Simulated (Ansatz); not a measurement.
Stepwise reaction of `[OH][Cd][OH]` with hydrogen fluoride, as a gas-phase model of exchange steps in deposition or etching. ΔE in kJ/mol; ΔG adds harmonic PBE0-D4 terms to CCSD(T)/CBS, at 1 bar.

Gas-phase electronic energies from Ansatz, PBE0-D4/def2-TZVP geometries. CCSD(T)/CBS adds triple-zeta CCSD(T) − MP2 to the extrapolated MP2 energy (def2 sets, frozen cores). This one scheme is used for every species. Functionals use def2-TZVPP. B3LYP here is the variant with VWN-RPA as its local correlation; programs differ in this. Elements past krypton have def2 core potentials. For Cd outer-core shells are correlated without core-valence functions, which leaves a few kJ/mol of doubt a bond. Each species was taken in one conformer, which may not be the lowest.

```
step                                    reaction  PBE-D4  B3LYP-D4  ωB97M-V  CCSD(T)/CBS  ΔG(600 K)
   1  `[OH][Cd][OH]` + H–F → `[OH][Cd][F]` + H₂O   -29.6     -32.9    -33.5        -28.3      -29.0
```

Q: Give the row of step 2, `[OH][Cd][F]` + H–F → `[F][Cd][F]` + H₂O. (Best estimate.)

A: Computed: 
```csv
step,reaction,PBE-D4,B3LYP-D4,ωB97M-V,CCSD(T)/CBS,ΔG(600 K)
2,`[OH][Cd][F]` + H–F → `[F][Cd][F]` + H₂O,-24.5,-27.7,-29.2,-24.3,-15.6
```

Q: By hand: ΔE of the 2 steps together at CCSD(T)/CBS.

A: (-28.3) + (-24.3) = -52.6 kJ/mol, or -26.3 kJ/mol a step.

In ΔE the steps differ by no more than 4.0 kJ/mol. All are downhill at CCSD(T)/CBS. ΔG lies between -29.0 and -15.6 kJ/mol a step. PBE-D4 differs from CCSD(T)/CBS by -1.3 to -0.2 kJ/mol a step. Isolated molecules leave out the surface, adducts and barriers. Largest T1 diagnostic: 0.018.
